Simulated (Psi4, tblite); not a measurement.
Intermolecular potential of CO2 ··· CH4S (SMILES O=C=O and CS), singlet. Monomers: optimised at B3LYP-D3(BJ) (def2-TZVP), held rigid. Orientation: lowest of the rigid-body minima from ten starts at GFN2-xTB. R is the distance of the centres of mass, along which the second monomer moves.

Levels of theory: GFN2-xTB (tblite); SAPT0/jun-cc-pVDZ, frozen core (Psi4).

Interaction energies in kJ/mol; the last columns give the difference from SAPT0:

| R / Å | GFN2-xTB | SAPT0/jun-cc-pVDZ | GFN2-xTB − SAPT0/jun-cc-pVDZ |
|---|---|---|---|
| 2.84 | 8.78 | 26.48 | -17.70 |
| 3.06 | -3.98 | 4.62 | -8.60 |
| 3.23 | -7.60 | -2.80 | -4.80 |
| 3.46 | -8.76 | -6.52 | -2.24 |
| 3.69 | -8.20 | -6.98 | -1.22 |
| 3.89 | -7.27 | -6.39 | -0.88 |
| 4.12 | -6.14 | -5.41 | -0.74 |
| 4.42 | -4.81 | -4.16 | -0.65 |
| 4.95 | -3.02 | -2.55 | -0.47 |
| 5.64 | -1.65 | -1.41 | -0.24 |
| 6.67 | -0.73 | -0.66 | -0.08 |
| 7.98 | -0.31 | -0.29 | -0.02 |

GFN2-xTB is furthest from SAPT0/jun-cc-pVDZ at 2.84 (-17.70 kJ/mol, below); its mean absolute difference over the points is 3.14 kJ/mol.
